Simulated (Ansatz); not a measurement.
Born–Oppenheimer molecular dynamics of C$_{2}$H$_{6}$BF (10 atoms, charge 0, multiplicity 1). It starts from a relaxed structure.

The calculation used Ansatz, RKS B3LYP-D4/def2-SVP.

- ensemble: NVE (velocity Verlet)
- time step: 1 fs
- steps asked: 100
- starting velocities drawn for: 500 K
- seed: 743167

First frame:

```xyz
10
Properties=species:S:1:pos:R:3
B 0.003 -0.061 -0.062
F -0.004 -0.205 1.270
C 1.392 0.097 -0.775
H 1.690 -0.902 -1.150
H 1.344 0.751 -1.661
H 2.191 0.443 -0.101
C -1.386 -0.061 -0.796
H -2.137 -0.682 -0.282
H -1.771 0.977 -0.780
H -1.322 -0.357 -1.854
```

Task: How far do the bonds stretch over the last three quarters of this one trajectory? (Pairs bonded in most of those frames.)

Result: 
```
  bond  mean (Å)  spread (Å)  shortest  longest
 B1–F2     1.346       0.027      1.29     1.39
 B1–C3     1.578       0.027      1.53     1.61
 B1–C7     1.587       0.043      1.51     1.66
 C3–H4     1.108       0.021      1.07     1.14
 C3–H5     1.102       0.025      1.06     1.14
 C3–H6     1.109       0.012      1.08     1.13
 C7–H8     1.106       0.040      1.05     1.17
 C7–H9     1.111       0.018      1.08     1.14
C7–H10     1.105       0.031      1.06     1.15
```

Mean temperature of the second half: 252 K. The conserved energy stayed within 1.3 meV per atom of its start (net change 0.56 meV per atom), so the integration is sound. Over the second half the temperature averaged 0.50 of the 500 K drawn at the start: a run that starts near a minimum puts about half its kinetic energy into the potential. A run of 0.1 ps of so small a system gives no equilibrium averages.

The run took 5 min on 1 thread of Arm Neoverse V1, on a shared host, peak memory 0.16 GiB.
